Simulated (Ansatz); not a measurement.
CH4F2OTi (`[CH3][Ti]([OH])([F])[F]`) at its PBE0-D4/def2-TZVP geometry, where that method's forces vanish. Total charge 0; spin multiplicity 1.

| atom | x (Å) | y (Å) | z (Å) |
| --- | --- | --- | --- |
| C1 | 0.699 | -0.483 | 0.998 |
| Ti2 | -0.305 | -0.102 | -0.745 |
| O3 | -0.726 | 1.615 | -0.684 |
| F4 | 0.825 | -0.476 | -2.041 |
| F5 | -1.704 | -1.165 | -0.737 |
| H6 | 0.048 | -0.277 | 1.852 |
| H7 | 0.999 | -1.535 | 1.008 |
| H8 | 1.586 | 0.154 | 1.052 |
| H9 | -1.422 | 2.270 | -0.704 |

Problem. For each bond, give half the difference of the two atoms' forces along it (eV/Å; positive pushes the atoms apart) under PBE-D4, r2SCAN-D4, B3LYP-D4, ωB97M-V in def2-TZVPP. (An estimate is asked.)

Solution. Computed: 
```
  bond  length (Å)  PBE-D4  r2SCAN-D4  B3LYP-D4  ωB97M-V
C1–Ti2       2.047   -0.03       0.02      0.09    -0.04
 C1–H6       1.093    0.09      -0.03     -0.07    -0.05
 C1–H7       1.094    0.09      -0.03     -0.07    -0.05
 C1–H8       1.093    0.09      -0.03     -0.07    -0.05
Ti2–O3       1.768    0.14       0.21      0.18     0.09
Ti2–F4       1.760    0.29       0.12      0.21     0.11
Ti2–F5       1.757    0.25       0.10      0.20     0.10
 O3–H9       0.956    0.24      -0.08     -0.11    -0.10
```

B3LYP here is the variant with VWN-RPA as its local correlation; programs differ in this.
